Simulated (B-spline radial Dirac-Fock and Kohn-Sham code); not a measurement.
**Magnetic form factor of the 3d shell of Zr¹³⁺**

System: zirconium as Zr¹³⁺ in the configuration [Ar] 3d9.

Model: Dirac-Fock densities. Program: a radial B-spline solver. ⟨j_K⟩ is the integral of the 3d radial density with the spherical Bessel function j_K(4πsr), s = sin θ/λ.

```tsv
s (Å⁻¹)	⟨j0⟩	⟨j2⟩	⟨j4⟩
0	1.0000	0.0000	0.0000
0.05	0.9959	0.0016	0.0000
0.1	0.9839	0.0064	0.0000
0.15	0.9641	0.0142	0.0001
0.2	0.9372	0.0247	0.0003
0.25	0.9038	0.0375	0.0007
0.3	0.8648	0.0522	0.0013
0.35	0.8210	0.0683	0.0024
0.4	0.7735	0.0852	0.0039
0.45	0.7232	0.1024	0.0059
0.5	0.6712	0.1194	0.0085
0.6	0.5655	0.1512	0.0154
0.7	0.4628	0.1777	0.0245
0.8	0.3680	0.1973	0.0353
0.9	0.2840	0.2092	0.0471
1	0.2123	0.2139	0.0592
1.1	0.1529	0.2122	0.0707
1.2	0.1052	0.2054	0.0809
1.4	0.0393	0.1813	0.0963
1.6	0.0028	0.1510	0.1040
```

Radial moments of the shell: ⟨r²⟩ = 0.2207, ⟨r⁴⟩ = 0.08991, ⟨r⁶⟩ = 0.05929 in powers of bohr.

Values without a named source are computed, but for edge energies of neutral atoms, which are taken from tables.
